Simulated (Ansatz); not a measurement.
Process, species as SMILES: C[SiH2]B(O)O → OB(O)[SiH2] + [CH3] (CH3) (the C-Si bond at the site shown breaks; other sites are not compared here)
Structures are relaxed separately at B3LYP-D3(BJ)/def2-TZVP in Ansatz (a first-principles code), one conformer each, not searched for the lowest.

Quantity: bond dissociation energy (electronic energy difference), in kcal/mol. Cores are frozen in the correlated levels unless marked. Open shells are spin-unrestricted. No spin-orbit coupling. Non-relativistic. Basis-set limits of correlation are two-point, X^-3; Hartree-Fock from the larger set.

```tsv
level	program	bond dissociation energy (kcal/mol)
r2SCAN-D3(BJ)/def2-TZVPD	Ansatz + dftd3	80.7
r2SCAN-D4/def2-TZVPD	Ansatz + dftd4	80.6
r2SCANh-D4/def2-TZVPD	Ansatz + dftd4	80.6
CAM-B3LYP-D4/def2-TZVPD	Ansatz + dftd4	(withheld)
SCS-MP2/cc-pV(Q+d)Z	Ansatz	90.6
CCSD(T)/CBS(aug-cc-pV(T+d)Z,aug-cc-pV(Q+d)Z)	Ansatz	(withheld)
```

Task: Fill in the missing entries.

Result: 
- CAM-B3LYP-D4/def2-TZVPD, bond dissociation energy (kcal/mol): 85.6
- CCSD(T)/CBS(aug-cc-pV(T+d)Z,aug-cc-pV(Q+d)Z), bond dissociation energy (kcal/mol): 88.5
